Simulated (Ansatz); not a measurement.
Reaction (ligand exchange at the Si–N bond): `B[SiH2]N[SiH2]F` + `SS` → `F[SiH2]SS` + `B[SiH2]N`

Calculated with Ansatz (gas phase, PBE0-D4/def2-TZVP geometries, no zero-point term in ΔE). CCSD(T)/CBS is the MP2 limit (def2-TZVPP, def2-QZVPP) plus CCSD(T) − MP2 in def2-TZVPP, frozen cores. This one scheme is used for every species. DFT in def2-TZVPP. B3LYP here is the variant with VWN-RPA as its local correlation; programs differ in this. HSE06 is defined as in plane-wave codes. Each species was taken in one conformer, which may not be the lowest.

```
             level  ΔE (kcal/mol)  difference from CCSD(T)/CBS
       LDA (SPW92)            5.3                          2.2
            PBE-D4            1.6                         -1.5
         revPBE-D4            1.4                         -1.7
           BLYP-D4            2.8                         -0.3
         r2SCAN-D4            3.1                          0.0
            B97M-V            2.8                         -0.3
          B3LYP-D4            3.2                          0.1
        r2SCANh-D4            3.2                          0.1
        r2SCAN0-D4            3.2                          0.1
          HSE06-D4            1.9                         -1.2
      CAM-B3LYP-D4            4.8                          1.7
           ωB97X-V            3.8                          0.7
           ωB97M-V            4.0                          0.9
            B2PLYP            2.8                         -0.3
          PBE-QIDH            2.7                         -0.4
            revPBE           -1.0                         -4.1
              BLYP            1.4                         -1.7
            r2SCAN            2.9                         -0.2
              PBE0            1.5                         -1.6
             B3LYP            2.2                         -0.9
           r2SCANh            3.0                         -0.1
           r2SCAN0            3.0                         -0.1
             HSE06            1.4                         -1.7
             BHLYP            3.3                          0.2
           LC-ωPBE            3.2                          0.1
RPA@PBE/def2-TZVPP            4.7                          1.6
       HF/def2-SVP            5.6                          2.5
      MP2/def2-SVP            7.5                          4.4
     CCSD/def2-SVP            7.7                          4.6
  CCSD(T)/def2-SVP            7.9                          4.8
     HF/def2-TZVPP            2.0                         -1.1
    MP2/def2-TZVPP            3.2                          0.1
SCS-MP2/def2-TZVPP            3.4                          0.3
   CCSD/def2-TZVPP            3.8                          0.7
CCSD(T)/def2-TZVPP            3.9                          0.8
    MP2/def2-QZVPP            2.8                         -0.3
SCS-MP2/def2-QZVPP            3.0                         -0.1
      HF/CBS(def2)            2.4                         -0.7
     MP2/CBS(def2)            2.3                         -0.8
    CCSD/CBS(def2)            3.0                         -0.1
       CCSD(T)/CBS            3.1                            0
```

Largest T1 diagnostic among the species: 0.012.

At CCSD(T), def2-SVP lies +4.8 kcal/mol from the extrapolated value and def2-TZVPP +0.8 kcal/mol. From BLYP to BHLYP (50 % exact exchange), in def2-TZVPP and without D4, ΔE moves by +2.0 kcal/mol. In def2-TZVPP, CCSD(T) changes the Hartree–Fock value by +1.8 kcal/mol (the triples alone add +0.1 kcal/mol) and MP2 by +1.1 kcal/mol.
